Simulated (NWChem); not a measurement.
System: WH3F3; SMILES [F][WH3]([F])[F]

Here is an NWChem input.

```
start job
memory heap 200 mb stack 900 mb global 1100 mb
geometry units angstroms noautoz
  W      0.000000     0.000000     0.247263
  F      0.733017     1.689867     0.635745
  F      1.096959    -1.479745     0.635745
  F     -1.829976    -0.210122     0.635745
  H     -0.397478    -0.916935    -1.107295
  H      0.992828     0.114241    -1.107295
  H     -0.595349     0.802694    -1.107295
end
basis spherical
  * library def2-svp
end
ecp
  W library def2-ecp
end
dft
  xc b3lyp
  grid coarse
  iterations 150
  mulliken
end
task dft gradient
```

Parts of the log:

```
             Northwest Computational Chemistry Package (NWChem) 7.3.0
             --------------------------------------------------------

 C3  symmetry detected

                             Geometry "geometry" -> ""
                             -------------------------

 Output coordinates in angstroms (scale by  1.889725989 to convert to a.u.)

  No.       Tag          Charge          X              Y              Z
 ---- ---------------- ---------- -------------- -------------- --------------
    1 W                   74.0000    -0.00000000     0.00000000    -0.06178212
    2 F                    9.0000     0.84683478     1.63579794     0.32669988
    3 F                    9.0000     0.99322518    -1.55127940     0.32669988
    4 F                    9.0000    -1.84005996    -0.08451854     0.32669988
    5 H                    1.0000    -0.45923739    -0.88761443    -1.41634012
    6 H                    1.0000     0.99831534     0.04609597    -1.41634012
    7 H                    1.0000    -0.53907795     0.84151846    -1.41634012

 Effective nuclear repulsion energy (a.u.)     689.0229152116

      Symmetry information
      --------------------

 Group name             C3
 Group number              5
 Group order               3
 No. of unique centers     3

                                 NWChem DFT Module
                                 -----------------

 Summary of "ao basis" -> "ao basis" (spherical)
 ------------------------------------------------------------------------------
       Tag                 Description            Shells   Functions and Types
 ---------------- ------------------------------  ------  ---------------------
 W                          def2-svp                12       32   6s3p2d1f
 F                          def2-svp                 6       14   3s2p1d
 H                          def2-svp                 3        5   2s1p

      Symmetry analysis of basis
      --------------------------

        a          33
        e+         28
        e-         28

  Rotation of axis

            General Information
            -------------------
          SCF calculation type: DFT
          Wavefunction type:  closed shell.
          No. of atoms     :     7
          No. of electrons :    44
           Alpha electrons :    22
            Beta electrons :    22
          Charge           :     0
          Spin multiplicity:     1
          Use of symmetry is: on ; symmetry adaption is: on
          Maximum number of iterations: 150
          AO basis - number of functions:    89
                     number of shells:    39
          Convergence on energy requested:  1.00D-06
          Convergence on density requested:  1.00D-05
          Convergence on gradient requested:  5.00D-04

              XC Information
              --------------
                         B3LYP Method XC Potential
                     Hartree-Fock (Exact) Exchange  0.200
                        Slater Exchange Functional  0.800 local
                    Becke 1988 Exchange Functional  0.720 non-local
              Lee-Yang-Parr Correlation Functional  0.810
                  VWN I RPA Correlation Functional  0.190 local

             Grid Information
             ----------------
          Grid used for XC integration:  coarse
          Radial quadrature: Mura-Knowles
          Angular quadrature: Lebedev.
          Tag              B.-S. Rad. Rad. Pts. Rad. Cut. Ang. Pts.
          ---              ---------- --------- --------- ---------
          W                   1.35      104           7.0       302
          F                   0.50       35           9.0       302
          H                   0.35       35           8.0       302
          Grid pruning is: on
          Number of quadrature shells:   174
          Spatial weights used:  Erf1

      Superposition of Atomic Density Guess
      -------------------------------------

 Sum of atomic energies:        -372.55198761

      Non-variational initial energy
      ------------------------------

 Total energy =    -365.375548
 1-e energy   =    -883.141326
 2-e energy   =     340.711112
 HOMO         =      -0.298815
 LUMO         =      -0.013570

      Symmetry analysis of molecular orbitals - initial
      -------------------------------------------------

  Numbering of irreducible representations:

     1 a           2 e+          3 e-

  Orbital symmetries:

     1 a           2 e+          3 e+          4 a           5 e+
     6 e+          7 a           8 a           9 e+         10 e+
    11 a          12 e+         13 e+         14 e+         15 e+
    16 a          17 a          18 e+         19 e+         20 a
    21 e+         22 e+         23 e+         24 e+         25 a
    26 a          27 e+         28 e+         29 a          30 e+
    31 e+         32 a

     ---------------------------------------------
      Total Density - Mulliken Population Analysis
     ---------------------------------------------

    Atom       Charge   Shell Charges
 -----------   ------   -------------------------------------------------------
    1 W   14    11.15   0.04 -0.35  1.79  0.55  0.37  0.10  5.50  0.59  0.09  2.00  0.36  0.11
    2 F    9     9.64   1.99  1.15  0.80  3.53  2.16  0.00
    3 F    9     9.64   1.99  1.15  0.80  3.53  2.16  0.00
    4 F    9     9.64   1.99  1.15  0.80  3.53  2.16  0.00
    5 H    1     1.31   0.77  0.52  0.02
    6 H    1     1.31   0.77  0.52  0.02
    7 H    1     1.31   0.77  0.52  0.02

   convergence    iter        energy       DeltaE   RMS-Dens  Diis-err
 ---------------- ----- ----------------- --------- --------- ---------
 d= 0,ls=0.0,diis     1   -367.8810831069 -5.45D+02  4.81D-02  3.00D+00
 d= 0,ls=0.0,diis     2   -364.5578850995  3.32D+00  3.36D-02  3.57D+01
 d= 0,ls=0.0,diis     3   -368.2546942816 -3.70D+00  5.49D-03  1.72D-01
 d= 0,ls=0.0,diis     4   -368.2664100751 -1.17D-02  2.31D-03  1.02D-01
 d= 0,ls=0.0,diis     5   -368.2777547085 -1.13D-02  1.38D-04  4.54D-04
  Resetting Diis
 d= 0,ls=0.0,diis     6   -368.2778023666 -4.77D-05  3.03D-05  1.39D-05
 d= 0,ls=0.0,diis     7   -368.2778041752 -1.81D-06  1.05D-05  3.42D-07
 d= 0,ls=0.0,diis     8   -368.2778041185  5.67D-08  8.17D-06  7.51D-07

         Total DFT energy =     -368.277804118473
      One electron energy =     -884.905150022115
           Coulomb energy =      379.614514625494
    Exchange-Corr. energy =      -40.041834509931
 Nuclear repulsion energy =      177.054665788079

 Numeric. integr. density =       44.000079863247

                  Occupations of the irreducible representations
                  ----------------------------------------------

                     irrep           alpha         beta
                     --------     --------     --------
                     a                 8.0          8.0
                     e+               14.0         14.0
                     e-                0.0          0.0

                       DFT Final Molecular Orbital Analysis
                       ------------------------------------

 Vector   20  Occ=2.000000D+00  E=-4.338796D-01  Symmetry=a
              MO Center=  2.2D-14, -9.0D-15, -1.0D+00, r^2= 1.9D+00
   Bfn.  Coefficient  Atom+Function         Bfn.  Coefficient  Atom+Function
  ----- ------------  ---------------      ----- ------------  ---------------
    18      0.382702  1 W  d  0               3     -0.264664  1 W  s
    75      0.253700  5 H  s                 80      0.253700  6 H  s
    85      0.253700  7 H  s                  9      0.185386  1 W  pz
     5      0.165467  1 W  s                  2      0.159121  1 W  s
    76      0.121801  5 H  s                 81      0.121801  6 H  s

 Vector   21  Occ=2.000000D+00  E=-3.147595D-01  Symmetry=e+
              MO Center=  3.1D-02,  5.4D-02, -6.5D-01, r^2= 2.4D+00
   Bfn.  Coefficient  Atom+Function         Bfn.  Coefficient  Atom+Function
  ----- ------------  ---------------      ----- ------------  ---------------
    19      0.475444  1 W  d  1              80      0.294246  6 H  s
    85     -0.285962  7 H  s                 81      0.258805  6 H  s
    86     -0.251510  7 H  s                 17      0.231273  1 W  d -1
    66      0.186440  4 F  pz                52     -0.181109  3 F  pz
    64      0.146166  4 F  px                 7     -0.141018  1 W  px

 Vector   22  Occ=2.000000D+00  E=-3.147595D-01  Symmetry=e+
              MO Center= -3.1D-02, -5.4D-02, -6.5D-01, r^2= 2.4D+00
   Bfn.  Coefficient  Atom+Function         Bfn.  Coefficient  Atom+Function
  ----- ------------  ---------------      ----- ------------  ---------------
    17      0.475444  1 W  d -1              75      0.334983  5 H  s
    76      0.294631  5 H  s                 19     -0.231273  1 W  d  1
    38      0.212204  2 F  pz                85     -0.174666  7 H  s
    80     -0.160318  6 H  s                 86     -0.153633  7 H  s
    37     -0.147494  2 F  py                41     -0.147244  2 F  pz

[...]

                         DFT ENERGY GRADIENTS

    atom               coordinates                        gradient
                 x          y          z           x          y          z
   1 W      -0.000000   0.000000  -0.116751    0.000000  -0.000000   0.009486
   2 F       1.600286   3.091210   0.617373    0.001383   0.002641  -0.000536
   3 F       1.876923  -2.931493   0.617373    0.001595  -0.002518  -0.000536
   4 F      -3.477209  -0.159717   0.617373   -0.002978  -0.000123  -0.000536
   5 H      -0.867833  -1.677348  -2.676495   -0.000475  -0.000940  -0.002626
   6 H       1.886542   0.087109  -2.676495    0.001051   0.000059  -0.002626
   7 H      -1.018710   1.590239  -2.676495   -0.000576   0.000881  -0.002626
```

Level: B3LYP/def2-SVP with def2 effective core potentials on W. Coordinates come from a PBE-D3(BJ)/def2-SVP optimisation. def2 effective core potentials on W; no spin-orbit coupling.
